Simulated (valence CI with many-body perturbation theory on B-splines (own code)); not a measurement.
# E1 transitions of Se III

Computed by configuration interaction combined with many-body perturbation theory (CI+MBPT): four valence electrons over a frozen Dirac-Fock core [Ar] 3d10, radial functions for each j: 11 s, 11 p, 10 d, 8 f, 5 g, 2 h, with the one-electron correlation potential Σ1 (screened to all orders), the two-electron term Σ2, the three-electron term Σ3, Breit, model QED; selected single and double excitations, second order for the rest, scaled by the run's own slope (own B-spline code, finite nucleus).

Set against measurement, 29 paired levels are off by 224 cm⁻¹ on average, the worst by 760. These come from a selection out of Moore, Atomic Energy Levels, vol. II, NSRDS-NBS 35 (1971 reprint of NBS Circular 467, 1952), an old analysis. Levels without a partner in it may be off by more. Among the levels kept, up to 2000 cm⁻¹ of a level comes from second order outside the variational space, and about a tenth of that is noise between levels of different J, which matters for small intervals.

Lines 251 to 300 of 490 in falling wavelength, among levels below 231004 cm⁻¹, chosen from the strongest by gf and those to the six lowest levels. Wavelengths and rates use the calculated energies, so an error of 200 cm⁻¹ moves a line at 347.0 nm by 0.69 % and its rate by three times that or more. Electric multipoles are in the length gauge, E1 and E2 with the static RPA response of the core. Weak lines are less certain than strong ones. Lines between different terms over intervals too small for the method are left out, as are lines whose strength nearly cancels. Where a level lies close to another of its J and parity, the split of strength between their lines is uncertain. The highest levels of a list are the least certain.

Names give the largest LS component (configuration and term), which can be under half, so a name can repeat, a term be missing and a line seem to break the LS rules; names also repeat where a configuration has a term twice. Letters in brackets count levels of one name in rising energy.

| λ vac (nm) | λ from measured levels | Upper | Lower | A (s⁻¹) | S (a.u.) with core polarisation | S without |
| --- | --- | --- | --- | --- | --- | --- |
| 353.0 |  | 4s2 4p 5p 3D_2 | 4s2 4p 4d 3F°_3 | 1.13e+08 | 1.23e+01 | 1.22e+01 |
| 347.0 | 345.9 | 4s2 4p 5p 3S_1 | 4s2 4p 5s 3P°_2 | 1.62e+08 | 1.00e+01 | 1.01e+01 |
| 344.5 |  | 4s2 4p 7d 3F°_3 | 4s2 4p 6p 3D_2 | 4.00e+07 | 5.66e+00 | 5.68e+00 |
| 341.8 |  | 4s2 4p 5p 3D_1 | 4s2 4p 4d 3F°_2 | 7.84e+07 | 4.63e+00 | 4.60e+00 |
| 340.3 |  | 4s2 4p 7d 3F°_4 | 4s2 4p 6p 3D_3 | 4.46e+07 | 7.81e+00 | 7.83e+00 |
| 340.3 |  | 4s2 4p 5p 3D_3 | 4s2 4p 4d 3F°_4 | 1.35e+08 | 1.84e+01 | 1.83e+01 |
| 339.6 | 338.8 | 4s2 4p 5p 1D_2 | 4s2 4p 5s 1P°_1 | 1.93e+08 | 1.86e+01 | 1.88e+01 |
| 339.1 |  | 4s2 4p 7d 3D°_3 | 4s2 4p 6p 3P_2 | 3.20e+07 | 4.31e+00 | 4.33e+00 |
| 327.5 | 322.7 | 4s2 4p 6s 1P°_1 | 4s2 4p 5p 1D_2 | 1.85e+08 | 9.61e+00 | 9.57e+00 |
| 318.7 |  | 4s2 4p 5d 1P°_1 | 4s2 4p 5p 1S_0 | 2.56e+08 | 1.23e+01 | 1.23e+01 |
| 314.3 |  | 4s2 4p 6s 3P°_2 | 4s2 4p 5p 3S_1 | 5.83e+07 | 4.47e+00 | 4.45e+00 |
| 312.5 | 311.2 | 4s2 4p 5d 1D°_2 | 4s2 4p 5p 1D_2 | 5.54e+07 | 4.17e+00 | 4.17e+00 |
| 303.3 |  | 4s 4p2 5p 5D°_1 | 4s 4p2 4d 5F_2 | 9.04e+07 | 3.73e+00 | 3.70e+00 |
| 300.9 |  | 4s2 4p 6s 3P°_2 | 4s2 4p 5p 3P_2 | 1.66e+08 | 1.11e+01 | 1.11e+01 |
| 300.8 |  | 4s 4p2 5p 5D°_2 | 4s 4p2 4d 5F_3 | 1.40e+08 | 9.41e+00 | 9.33e+00 |
| 299.1 |  | 4s2 4p 6s 3P°_1 | 4s2 4p 5p 3D_2 | 2.51e+08 | 9.94e+00 | 9.90e+00 |
| 298.6 |  | 4s2 4p 6s 3P°_0 | 4s2 4p 5p 3D_1 | 3.70e+08 | 4.87e+00 | 4.85e+00 |
| 298.2 |  | 4s2 4p 5d 3P°_2 [a] | 4s2 4p 5p 3P_1 | 7.10e+07 | 4.65e+00 | 4.66e+00 |
| 291.4 |  | 4s2 4p 6f 1G_4 | 4s2 4p 5d 1F°_3 | 3.97e+07 | 4.37e+00 | 4.37e+00 |
| 290.4 |  | 4s2 4p 6s 3P°_2 | 4s2 4p 5p 3D_3 | 2.10e+08 | 1.27e+01 | 1.26e+01 |
| 287.6 | 286.5 | 4s2 4p 5d 3F°_2 | 4s2 4p 5p 3D_2 | 6.53e+07 | 3.83e+00 | 3.85e+00 |
| 284.9 | 283.9 | 4s2 4p 5d 3F°_2 | 4s2 4p 5p 3D_1 | 1.03e+08 | 5.89e+00 | 5.91e+00 |
| 283.0 | 282.3 | 4s2 4p 5d 3P°_2 [b] | 4s2 4p 5p 3S_1 | 2.39e+08 | 1.34e+01 | 1.34e+01 |
| 282.6 | 279.3 | 4s2 4p 6s 1P°_1 | 4s2 4p 5p 3P_1 | 2.15e+08 | 7.17e+00 | 7.16e+00 |
| 281.4 | 280.5 | 4s2 4p 5d 3P°_1 | 4s2 4p 5p 3S_1 | 3.66e+08 | 1.21e+01 | 1.21e+01 |
| 280.7 | 280.3 | 4s2 4p 5d 1F°_3 | 4s2 4p 5p 1D_2 | 5.09e+08 | 3.89e+01 | 3.91e+01 |
| 280.5 |  | 4s2 4p 5d 3P°_0 | 4s2 4p 5p 3S_1 | 4.62e+08 | 5.03e+00 | 5.05e+00 |
| 278.9 | 286.5 | 4s2 4p 5d 3F°_4 | 4s2 4p 5p 3D_3 | 5.76e+08 | 5.55e+01 | 5.57e+01 |
| 278.3 |  | 4s2 4p 5d 3D°_3 | 4s2 4p 5p 3P_2 | 3.72e+08 | 2.77e+01 | 2.78e+01 |
| 278.2 |  | 4s2 4p 5d 3D°_1 | 4s2 4p 5p 3P_0 | 2.76e+08 | 8.81e+00 | 8.83e+00 |
| 277.8 | 276.8 | 4s2 4p 5d 3F°_3 | 4s2 4p 5p 3D_2 | 5.61e+08 | 4.15e+01 | 4.17e+01 |
| 276.8 |  | 4s2 4p 6f 3F_4 | 4s2 4p 5d 3D°_3 | 3.41e+07 | 3.21e+00 | 3.21e+00 |
| 276.5 |  | 4s2 4p 6f 3D_3 [b] | 4s2 4p 5d 3P°_2 [b] | 4.94e+07 | 3.61e+00 | 3.61e+00 |
| 276.1 |  | 4s2 4p 6s 3P°_1 | 4s2 4p 5p 1P_1 | 1.36e+08 | 4.24e+00 | 4.22e+00 |
| 274.3 |  | 4s2 4p 6f 3G_4 | 4s2 4p 5d 3F°_3 | 5.55e+07 | 5.09e+00 | 5.11e+00 |
| 273.8 |  | 4s2 4p 6f 3D_3 [a] | 4s2 4p 5d 3P°_2 [a] | 4.49e+07 | 3.19e+00 | 3.19e+00 |
| 272.6 |  | 4s2 4p 5d 3P°_2 [a] | 4s2 4p 5p 3D_1 | 3.62e+08 | 1.81e+01 | 1.82e+01 |
| 272.4 |  | 4s2 4p 6f 1F_3 | 4s2 4p 5d 1D°_2 | 4.57e+07 | 3.19e+00 | 3.19e+00 |
| 272.1 | 271.3 | 4s2 4p 5d 3P°_2 [b] | 4s2 4p 5p 3P_2 | 2.21e+08 | 1.10e+01 | 1.10e+01 |
| 271.4 | 270.7 | 4s2 4p 5d 1D°_2 | 4s2 4p 5p 3P_1 | 3.34e+08 | 1.65e+01 | 1.66e+01 |
| 270.6 | 269.7 | 4s2 4p 5d 3P°_1 | 4s2 4p 5p 3P_2 | 1.25e+08 | 3.67e+00 | 3.69e+00 |
| 269.4 |  | 4s2 4p 6g 3H°_5 | 4s2 4p 4f 3F_4 [a] | 1.17e+08 | 1.25e+01 | 1.25e+01 |
| 269.2 |  | 4s2 4p 5d 3D°_3 | 4s2 4p 5p 3D_3 | 1.92e+08 | 1.29e+01 | 1.30e+01 |
| 269.1 |  | 4s2 4p 6f 3G_3 | 4s2 4p 5d 3F°_2 | 5.52e+07 | 3.72e+00 | 3.73e+00 |
| 268.8 |  | 4s2 4p 6g 3G°_3 | 4s2 4p 4f 3F_2 | 1.01e+08 | 6.78e+00 | 6.79e+00 |
| 267.6 |  | 4s2 4p 6g 3H°_4 | 4s2 4p 4f 3F_3 | 1.05e+08 | 8.91e+00 | 8.92e+00 |
| 266.3 | 265.5 | 4s2 4p 5d 3F°_2 | 4s2 4p 5p 1P_1 | 4.12e+08 | 1.92e+01 | 1.93e+01 |
| 266.0 |  | 4s2 4p 4f 3D_2 | 4s2 4p 4d 1P°_1 | 6.95e+07 | 3.23e+00 | 3.22e+00 |
| 265.5 |  | 4s2 4p 6g 1G°_4 | 4s2 4p 4f 1F_3 | 9.89e+07 | 8.23e+00 | 8.24e+00 |
| 258.0 |  | 4s2 4p 4f 1D_2 | 4s2 4p 4d 1P°_1 | 1.54e+08 | 6.52e+00 | 6.51e+00 |
